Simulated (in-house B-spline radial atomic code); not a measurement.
A run on Dy IV (Dy3+) (an excited or competing configuration) that did not converge. Method: scalar-relativistic (X2C) wB97X, spin-polarised, spherical fractional occupations, Fermi nucleus of rms radius 5.2218 fm; computed with a B-spline radial code for spherical atoms. In the input, 2p2,3 would mean two up and three down electrons.

Command:
```bash
python run_scf.py task.json out
```
Settings (nuclear radius in fm, mass in u):
```
Z                66
configuration    1s2 2s2 2p6 3s2 3p6 3d10 4s2 4p6 4d4,5 4f6,3 5s2 5p6 6d0,1
hamiltonian      x2c
method           wb97x
spin_polarised   True
nucleus          fermi
rms_radius       5.2218
atomic_mass      163.92918
speed_of_light   137.035999084
```

First and last ten iterations of the last attempt (damped for 15 steps, keeping 80 % of the old Fock matrix, then DIIS):
```
 iter        energy (Eh)    residual
    1      -12088.418671    8.79e-01
    2      -12111.403888    1.33e+00
    3      -12129.151474    8.88e-01
    4      -12138.802304    5.97e-01
    5      -12143.773614    4.07e-01
    6      -12146.194066    2.72e-01
    7      -12147.315378    1.94e-01
    8      -12147.819476    1.39e-01
    9      -12148.045862    1.01e-01
   10      -12148.150547    7.49e-02
  111      -12148.266645    1.24e-05
  112      -12148.266645    9.14e-06
  113      -12148.266645    9.42e-06
  114      -12148.266645    8.66e-06
  115      -12148.266645    8.56e-06
  116      -12148.266645    2.98e-05
  117      -12148.266645    2.95e-05
  118      -12148.266645    2.72e-05
  119      -12148.266645    1.91e-05
  120      -12148.266645    2.86e-05
 not converged after 120 iterations
```

The smallest residual met was 8.6e-06; the threshold is about 7e-07. Over the last five steps the energy moves by less than 1e-08 hartree, but the orbitals didn't meet the threshold. Cost of the run: 48 s on 1 thread of Arm Neoverse V1 (shared host).
